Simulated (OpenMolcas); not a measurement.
A calculation on Ar5+.

```json
{"Program": "OpenMolcas 26.06", "Method": "RASSCF", "Basis": "ANO-RCC-VTZP [5s4p2d1f]", "Scalar Hamiltonian": "DKH2, point nucleus", "Active space": "3 electrons in 9 orbitals (RAS2 3s 3p; RAS3 3d, at most 2 electrons)", "State averaging": "2S+1 = 4 odd, 1 root; 2S+1 = 2 odd, 11 roots; 2S+1 = 4 even, 3 roots; 2S+1 = 2 even, 9 roots", "Spin-orbit coupling": "RASSI with atomic mean-field integrals over the reference wave functions, term energies averaged over their components"}
```

Question: Which level of the active space comes out lowest?

Answer: 3s2 3p 2P* 1/2, with 100 % of that term; it is also the measured ground level.

Question: How high does 3s 3p2 4P 5/2 lie?

Answer: 99330 cm-1 above the lowest level; measured 102192 cm-1 above the ground level, so the calculation is off by -3 %.

Question: How high does 3s2 3p 2P* 3/2 lie?

Answer: 2008 cm-1 above the lowest level; measured 2208 cm-1 above the ground level, so the calculation is off by -9 %.

Question: How high does 3s 3p2 2S 1/2 lie?

Answer: 173708 cm-1 above the lowest level; measured 169804 cm-1 above the ground level, so the calculation is off by +2 %.

Measured values: Saloman, J. Phys. Chem. Ref. Data 39, 033101 (2010).

Active for correlation alone: 3d; no level in the range computed is led by a configuration that fills it, so any true level of that kind is missing. Computed and measured levels are paired by configuration, term and J; levels that our copy of the source lacks, or whose pairing is in doubt (as where it misses far off the trend of its configuration), stay unpaired and out of the deviations. Levels of configurations outside the active space are missing.

* marks odd parity.
